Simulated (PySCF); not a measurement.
# Excitation energy of Hf²⁺ by level of theory

Hf²⁺ [Xe] 4f14 5d2 (3F) → Hf²⁺ [Xe] 4f14 5d1 6p1 (high-spin determinant), as a difference of total energies. Computed with PySCF 2.14 in aug-cc-pVDZ-PP with ECP60MDF, with scalar relativity through the core potential. Correlated levels: valence: 5s2 5p6 frozen. The calculations carry no spin-orbit coupling.

```tsv
method	excitation energy (eV)
UHF	5.690
LDA	5.579
PBE	5.616
PBE0	5.760
r2SCAN	5.807
TPSS	5.658
MN15	5.740
B97-3	5.734
PW91	5.644
MP2 (valence)	5.679
SCS-MP2 (valence)	5.687
```

The determinant of the upper state mixes LS terms, which raises its energy above the lowest term, most at the Hartree-Fock and MP2 levels.
